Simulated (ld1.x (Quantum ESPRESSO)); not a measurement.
Sr, TM: configuration errors across variants

strontium (Sr), norm-conserving Troullier–Martins (Kleinman–Bylander form), made with ld1.x (Quantum ESPRESSO) 7.5 (LDA (PZ), scalar-relativistic). Core [Kr], reference 4d0 5s1 5p0 (charge +1). Waves: 5p (bound, empty): rc 4.20 bohr; 4d (bound, empty): rc 3.05 bohr; 5s (bound): rc 3.65 bohr. Local part: the s channel. Core correction: none.

All-electron excitation energies from the reference (eV): (1) 4d0 5s2 5p0 -6.063; (2) 4d0 5s1.5 5p0 -3.651; (3) 4d0 5s1 5p1 -3.672; (4) 4d0 5s0 5p2 -1.136; (5) 4d0.5 5s1.5 5p0 -4.915; (6) 4d0 5s0 5p1 3.042; (7) 4d1 5s0 5p0 1.797; (8) 4d0 5s1 5p0 spin -0.177; (9) 4d0 5s1.5 5p0 spin -3.684.

Spin tests fill each open shell by Hund’s rule, majority spin first.

5 further variants failed, have other tests or another functional or relativity, and are left out.

Errors AE − PS in meV (a dash: test not solved or not reliable):

| change | (1) | (2) | (3) | (4) | (5) | (6) | (7) | (8) | (9) | bound ghosts |
| --- | --- | --- | --- | --- | --- | --- | --- | --- | --- | --- |
| base | +44 | +16 | +9.6 | +25 | +143 | +50 | +408 | +85 | +27 | none |
| all radii scaled by about 1.24 (s 4.54, p 5.22, d 3.80 bohr) | +45 | +16 | +11 | +23 | +130 | +43 | +334 | +83 | +26 | none |
| local potential all-electron potential smoothed inside 3.55 bohr (lloc = -1) | +49 | +18 | +12 | +27 | +145 | +50 | +409 | +85 | +28 | none |
| wave 4d (bound): rc 3.05 bohr becomes 4d (bound): rc 2.30 bohr | +44 | +16 | +9.6 | +25 | +143 | +50 | +406 | +85 | +27 | none |
| wave 5s (bound): rc 3.65 bohr becomes 5s (bound): rc 5.50 bohr | +44 | +14 | +24 | +42 | +122 | +37 | +267 | +84 | +23 | none |
| wave 5p (bound): rc 4.20 bohr becomes 5p (bound): rc 5.88 bohr | +44 | +16 | +5.9 | +19 | +143 | +49 | +408 | +85 | +27 | none |

Problem. Give the same row for: core correction a·sin(br)/r model core inside 3.78 bohr.

Solution. +19, +7.0, +4.0, +7.2, +65, +18, +211, +38, +13; bound ghosts: none.
